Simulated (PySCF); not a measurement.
# Computed properties of Si(Br)(OH)(NH2)2 (BrH5N2OSi), SMILES N[Si](N)(O)Br

BrH5N2OSi, SMILES N[Si](N)(O)Br. Coordinates come from a PBE0-D3(BJ)/def2-SVP optimisation. The structure was generated by enumeration, and PubChem lists no compound with its InChIKey, so it may never have been made. Other conformers were not sampled. All values are computed for the isolated molecule unless a solvent is named; none is compared with measurement here.

**Structure.** All 24 harmonic modes at PBE0-D3(BJ)/def2-SVP (PySCF) are real, so it is a minimum. With heavy atoms numbered as in [NH2:1][Si:2]([NH2:3])([OH:4])[Br:5], the shortest bond between them is Si2–O4 at 1.657 Å and the longest Si2–Br5 at 2.261 Å.

**Vibrations.** The strongest infrared lines (harmonic, unscaled, degenerate partners summed) lie at 854 cm⁻¹ (274 km/mol, H 65 %, N 14 %, O 12 %, Si 9 %), 441 cm⁻¹ (192 km/mol, H 38 %, Si 32 %, N 16 %, O 8 %), 350 cm⁻¹ (180 km/mol, H 48 %, N 33 %, O 10 %). The softest mode is at 152 cm⁻¹ and the zero-point energy is 43.2 kcal/mol.

**Electronic structure.** CAM-B3LYP/def2-TZVP (PySCF) places the frontier levels at -9.08 and 1.37 eV, a gap of 10.45 eV, and gives a dipole moment of 1.38 D and a mean polarisability of 59.5 bohr³. PBE/def2-TZVP (PySCF) at the same geometry gives -6.26 and -0.28 eV, so its gap is 4.47 eV narrower. An orbital gap is neither the optical nor the fundamental gap.

**Excitations.** TDA-PBE0/def2-SVPD (PySCF) has S1 at 6.63 eV (187 nm, f = 0.021, weak); the most intense of the 10 singlets computed lies at 7.25 eV (f = 0.09). T1 (TDA) is at 6.37 eV, 0.26 eV under S1. TDA-PBE/def2-SVPD (PySCF) puts S1 at 5.71 eV. No vertical singlet excitation falls in the visible range (under 3.1 eV).

**NMR.** GIAO shifts at PBE0/pcSseg-1 (PySCF) (non-relativistic, atoms alike by connectivity averaged): ¹H from 1.3 to 2.1 ppm against TMS; ²⁹Si at -26.4 ppm against TMS. Without spin–orbit terms, shifts of atoms bonded to Cl or Br come out too high.

**Solvation.** SMD-ωB97X/def2-SVP (PySCF) gives -7.7 kcal/mol in water, -7.3 kcal/mol in cyclohexanone, -6.9 kcal/mol in chloroform (1 M in both phases, gas-phase geometry).
